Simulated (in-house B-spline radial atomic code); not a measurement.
Configurations of Ti⁺, with energies counted from [Ar] 3d2 4s1. All numbers are computed (Dirac-Hartree-Fock, average of configuration; Fermi nucleus of rms radius 3.5921 fm) with a radial B-spline atomic code at the basis-set limit, not measured. Energies include first-order Breit, QED and recoil terms.

Occupations are held fixed; configurations that lie above the ionisation limit could autoionise.

```
           configuration  E - E(ref) (eV)  highest orbital  its <r> (bohr)
        [Ar] 3d1 4s1 4p1           5.7294            4p3/2           3.708
            [Ar] 3d2 6s1           9.4999            6s1/2           12.76
            [Ar] 3d2 5g1           10.538            5g9/2           13.75
            [Ar] 3d2 7p1           10.907            7p3/2           22.17
            [Ar] 3d2 6f1           11.199            6f5/2            23.9
[Ne] 3s2 3p5 3d2 4s1 7f1           52.138            7f5/2           33.32
[Ne] 3s2 3p5 3d2 4s1 7g1           52.149            7g9/2           31.72
```

(1) Order these further configurations by energy, lowest first.
A. [Ar] 3d1 4s1 6p1
B. [Ar] 3d1 4s1 8p1
C. [Ar] 3d1 4s1 5f1
D. [Ar] 3d2 7f1
E. [Ar] 3d1 4s1 5g1

(2) How far above the reference does [Ar] 3d1 4s1 7p1 lie?

(3) How far above the reference does [Ar] 3d2 4p1 lie?

(4) How far above the reference does [Ar] 3d2 8f1 lie?

Answers

(1) D (11.602 eV), A (13.484 eV), C (14.103 eV), E (14.127 eV), B (14.979 eV).

(2) 14.439 eV; its least bound orbital is 7p3/2 with <r> = 21.52 bohr.

(3) 3.5095 eV; its least bound orbital is 4p3/2 with <r> = 4.117 bohr.

(4) 11.863 eV; its least bound orbital is 8f5/2 with <r> = 44.87 bohr.
